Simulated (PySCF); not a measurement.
AlH6O2Si2, multiplicity 2. Atoms are numbered in the order given.

```xyz
11

Al    -0.0861    -0.9649     0.0617
O     -1.2491     0.0452     0.7912
Si    -2.5205     0.7273     1.6012
H     -2.7256     0.0525     2.9135
H     -3.7695     0.5981     0.8003
H     -2.2520     2.1710     1.8434
O      1.2277    -0.2757    -0.7773
Si     2.5914     0.0626    -1.6514
H      2.5700    -0.6654    -2.9508
H      3.8056    -0.3516    -0.8946
H      2.6704     1.5237    -1.9230
```
Charge 0, spin multiplicity 2.

The structure is a stationary point at TPSSh-D3(BJ)/def2-SVP. The multiplicity is an assumed one; no other spin state was optimised. The isomer is the one that the SMILES or the coordinates give; other isomers of the formula were not compared. The values are those of a single conformer.

These are PBE/def2-TZVP in PySCF values and carry that method's errors.

ESP charges are fitted to the potential on shells at 1.4 to 2.0 van der Waals radii. Atomic charges (e):

| atom | meta-Löwdin | Mulliken | Löwdin | ESP fit | Mulliken spin |
|---|---|---|---|---|---|
| Al1 | 0.83 | 0.25 | 0.01 | 0.24 | 0.88 |
| O2 | -0.80 | -0.22 | 0.01 | -0.14 | 0.03 |
| Si3 | 0.69 | 0.21 | 0.12 | 0.16 | 0.03 |
| H4 | -0.11 | -0.04 | -0.04 | -0.05 | 0.00 |
| H5 | -0.10 | -0.04 | -0.04 | -0.04 | 0.00 |
| H6 | -0.10 | -0.03 | -0.04 | -0.05 | 0.00 |
| O7 | -0.80 | -0.22 | 0.01 | -0.14 | 0.03 |
| Si8 | 0.69 | 0.21 | 0.12 | 0.17 | 0.03 |
| H9 | -0.11 | -0.04 | -0.04 | -0.05 | 0.00 |
| H10 | -0.11 | -0.04 | -0.04 | -0.05 | 0.00 |
| H11 | -0.10 | -0.03 | -0.04 | -0.05 | 0.00 |
